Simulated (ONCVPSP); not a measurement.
# Be: ONCV pseudisation with LDA (Perdew-Wang 92), scalar-relativistic reference atom.

ONCVPSP 4.0.1 was run on this input:

```
# ATOM AND REFERENCE CONFIGURATION
# atsym  z   nc   nv     iexc    psfile
  Be 4.00    0    2  -001012      upf
#
#   n    l    f
    1    0    2.00
    2    0    2.00
#
# PSEUDOPOTENTIAL AND OPTIMIZATION
# lmax
    2
#
#   l,   rc,      ep,       ncon, nbas, qcut
    0    0.70    0.00    3    6   18.00
    1    0.80    0.29    3    8   11.70
    2    0.55    0.22    4    8   15.90
#
# LOCAL POTENTIAL
# lloc, lpopt,  rc(5),   dvloc0
    4    5    0.40    4.00
#
# VANDERBILT-KLEINMAN-BYLANDER PROJECTORs
# l, nproj, debl
    0    2    2.10
    1    1    2.10
    2    2    3.60
#
# MODEL CORE CHARGE
# icmod, fcfact, rcfact
    0    0.00    0.00
#
# LOG DERIVATIVE ANALYSIS
# epsh1, epsh2, depsh
   -5.00    5.00    0.04
#
# OUTPUT GRID
# rlmax, drl
    6.00    0.01
#
# TEST CONFIGURATIONS
# ncnf
    4
# nvcnf
#   n    l    f
    2
    1    0    2.00
    2    0    1.00
#
    2
    1    0    2.00
    2    0    0.00
#
    2
    1    0    2.00
    2    0    1.50
#
    3
    1    0    2.00
    2    0    0.00
    2    1    2.00
#
```

Command:

```bash
oncvpsp.x < Be.dat > Be.out
```

Resulting log (shortened: citation, most of the input echo, consistency checks and plot data are left out):

```
ONCVPSP  (Optimized Norm-Conservinng Vanderbilt PSeudopotential)
scalar-relativistic version 4.0.1

#   n    l    f        energy (Ha)
    1    0    2.00    -3.8567191E+00
    2    0    2.00    -2.0580353E-01

Reference configufation results
  iterations    22
  all-electron total energy (Ha)   -1.44493013D+01

Begin loop to  construct optimized pseudo wave functions
and semi-local pseudopoentials for all angular momenta

Calculating optimized projector #   1

 for l=   0

    Fraction of norm inside rc  0.865111
    Optimizing pswf for qcut=  18.00 a_B^-1,  ecut= 162.03 Ha
    Residual kinetic energy error=  1.46D-06 Ha

    Energy error per electron        Cutoff
         Ha          eV             Ha
         0.01000     0.27211       86.15
         0.00100     0.02721      110.22
         0.00010     0.00272      129.52
         0.00001     0.00027      146.44

Calculating optimized projector #   2

 for l=   0

    Fraction of norm inside rc  0.020036
    Optimizing pswf for qcut=  18.00 a_B^-1,  ecut= 162.03 Ha
    Residual kinetic energy error=  1.20D-07 Ha

    Energy error per electron        Cutoff
         Ha          eV             Ha
         0.01000     0.27211       50.43
         0.00100     0.02721       81.94
         0.00010     0.00272      109.29
         0.00001     0.00027      130.58

   Wellstate for l =  1  n =  2
     eigenvalue =   0.2900
     asymptotic potential =   0.7900
     half-point radius =  1.9830

Calculating optimized projector #   1

 for l=   1

    Fraction of norm inside rc  0.084916
    Optimizing pswf for qcut=  11.67 a_B^-1,  ecut=  68.15 Ha
    Residual kinetic energy error=  3.62D-06 Ha

    Energy error per electron        Cutoff
         Ha          eV             Ha
         0.01000     0.27211       15.76
         0.00100     0.02721       32.57
         0.00010     0.00272       48.46
         0.00001     0.00027       61.97

   Wellstate for l =  2  n =  3
     eigenvalue =   0.2200
     asymptotic potential =   0.7200
     half-point radius =  8.5393

   Wellstate for l =  2  n =  4
     eigenvalue =   3.8200
     asymptotic potential =   4.3200
     half-point radius =  2.2609

Calculating optimized projector #   1

 for l=   2

    Fraction of norm inside rc  0.000015
    Optimizing pswf for qcut=  15.88 a_B^-1,  ecut= 126.06 Ha
    Residual kinetic energy error=  1.61D-09 Ha

    Energy error per electron        Cutoff
         Ha          eV             Ha
         0.01000     0.27211        1.04
         0.00100     0.02721        2.55
         0.00010     0.00272        5.99
         0.00001     0.00027       14.44

Calculating optimized projector #   2

 for l=   2

    Fraction of norm inside rc  0.003209
    Optimizing pswf for qcut=  15.88 a_B^-1,  ecut= 126.06 Ha
    Residual kinetic energy error=  4.87D-07 Ha

    Energy error per electron        Cutoff
         Ha          eV             Ha
         0.01000     0.27211       11.36
         0.00100     0.02721       22.13
         0.00010     0.00272       43.85
         0.00001     0.00027       77.98

Construct Vanderbilt / Kleinmman-Bylander projectors

B matrix Hermiticity error, ll=   0
   1   2    1.5763E-04

  Orthonormal projector coefficients -1.2137E+01 -2.6500E+00

B matrix Hermiticity error, ll=   2
   1   2    2.3445E-07

  Orthonormal projector coefficients -7.0782E+01 -1.1176E+00

Pseudoatom total energy  -14.322206

Diagnostic tests using Vanderbilt-Kleinman-Bylander pseudopotentials
  1 or more projectors used as specified by nproj input data

   l    rcore       rmatch      e in        delta e   norm test  slope test

   0   0.7004018   0.7216675  -3.8567191  -0.0000200   1.0001048   1.0001073
   0   0.7004018   0.7216675  -0.2058035   0.0000050   1.0000509   1.0000520

   1   0.8037126   0.8281151   0.2900000  -0.0000679   1.0000032   1.0000032

   2   0.5513508   0.5680910   0.2200000  -0.0023821   1.0001892   1.0001892
   2   0.5513508   0.5680910   3.8200000  -0.0027397   1.0002431   1.0002431

 Testing for bound ghosts
   n   l    E NL Schr. Eq   E Basis Diag.   E Cutoff

   1   0       -3.856739       -3.854965    258.19
   2   0       -0.205799        0.976465    258.19

   2   1       -0.077172        0.528431    340.15

 Testing for highly-localized positive-energy ghosts
       l    <radius>/rc     E Basis Diag.   E Cutoff

Test configuration 0

   n   l     f        eae           eps        diff
   1   0  2.0000   -3.85671908   -3.85673910   -2.00D-05
   2   0  2.0000   -0.20580353   -0.20579852    5.01D-06

    Total energies and differences
      AE_ref= -1.44493013D+01  AE_tst= -1.44493013D+01  dif=  0.00D+00
      PS_ref= -1.43222059D+01  PS_tst= -1.43222059D+01  dif=  3.55D-15
      PSP excitation error= -3.55D-15

Test configuration 1

   n   l     f        eae           eps        diff
   1   0  2.0000   -4.27849389   -4.27767509    8.19D-04
   2   0  1.0000   -0.50128149   -0.50124419    3.73D-05

    Total energies and differences
      AE_ref= -1.44493013D+01  AE_tst= -1.40997026D+01  dif=  3.50D-01
      PS_ref= -1.43222059D+01  PS_tst= -1.39726215D+01  dif=  3.50D-01
      PSP excitation error=  1.43D-05

Test configuration 2

   n   l     f        eae           eps        diff
   1   0  2.0000   -4.80695349   -4.80449102    2.46D-03

    Total energies and differences
      AE_ref= -1.44493013D+01  AE_tst= -1.34465622D+01  dif=  1.00D+00
      PS_ref= -1.43222059D+01  PS_tst= -1.33195611D+01  dif=  1.00D+00
      PSP excitation error=  9.42D-05

Test configuration 3

   n   l     f        eae           eps        diff
   1   0  2.0000   -4.05262691   -4.05232250    3.04D-04
   2   0  1.5000   -0.34761241   -0.34759785    1.46D-05

    Total energies and differences
      AE_ref= -1.44493013D+01  AE_tst= -1.43115522D+01  dif=  1.38D-01
      PS_ref= -1.43222059D+01  PS_tst= -1.41844601D+01  dif=  1.38D-01
      PSP excitation error=  3.27D-06

Test configuration 4

   n   l     f        eae           eps        diff
   1   0  2.0000   -3.94494350   -3.94210978    2.83D-03
   2   1  2.0000   -0.10967263   -0.10967160    1.03D-06

    Total energies and differences
      AE_ref= -1.44493013D+01  AE_tst= -1.41895236D+01  dif=  2.60D-01
      PS_ref= -1.43222059D+01  PS_tst= -1.40625428D+01  dif=  2.60D-01
      PSP excitation error=  1.15D-04
```

The run took about 2.5 s on one core of a shared server CPU.
